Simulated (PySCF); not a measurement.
Computed vibrations of [Ho(H2O)2]3+

[Ho(H2O)2]3+ (singlet in the valence; each metal's 4f electrons, 10 of them, lie in its core potential, out of spins and levels). PySCF 2.14.0, RKS PBE0, Ho lcecp-1-SVP with ECP56, O def2-SVP, H def2-SVP; non-relativistic Hamiltonian with scalar-relativistic core potentials where named; density fitting; no spin-orbit coupling. Central differences of gradients.

```xyz
7

Ho    0.0000    0.0000    0.0000
O     0.0000    0.0000    2.2320
H     0.5461    0.5461    2.8575
H    -0.5461   -0.5461    2.8575
O     0.0000    0.0000   -2.2320
H     0.5461   -0.5461   -2.8575
H    -0.5461    0.5461   -2.8575
```

Run from Python with OMP_NUM_THREADS=2. Where DIIS fails, smearing, a level shift and second-order steps follow.
It took 21 s on 2 threads of Arm Neoverse V2, on a shared host.

**Question.** What are the harmonic wavenumbers and infrared intensities?

**Answer.** Modes are labelled in D2d; negative numbers are unstable modes, those under 60 cm⁻¹ near the noise; a finer grid moves soft modes by up to 10 cm⁻¹.
| cm⁻¹ | km/mol | symmetry |
| --- | --- | --- |
| -67 | – | e |
| -67 | – | e |
| 150 | 0.0 | b1 |
| 428 | 60.1 | b2 |
| 430 | 0.0 | a1 |
| 659 | 63.5 | e |
| 659 | 63.5 | e |
| 738 | 429.5 | e |
| 738 | 429.5 | e |
| 1673 | 343.0 | b2 |
| 1676 | 0.0 | a1 |
| 3495 | 1413.5 | b2 |
| 3513 | 0.0 | a1 |
| 3522 | 503.6 | e |
| 3522 | 503.6 | e |

**Question.** Is this a minimum?

**Answer.** No: 2 unstable; the lowest moves the atoms so:
```
Ho  -0.06 -0.04  0.00
O    0.28  0.15  0.00
H    0.38  0.20 -0.12
H    0.38  0.20  0.12
O    0.28  0.15  0.00
H    0.39  0.22  0.04
H    0.39  0.22 -0.04
```

An lcecp potential fixes the number of 4f electrons, so in runs with it no electron can move into or out of that shell.
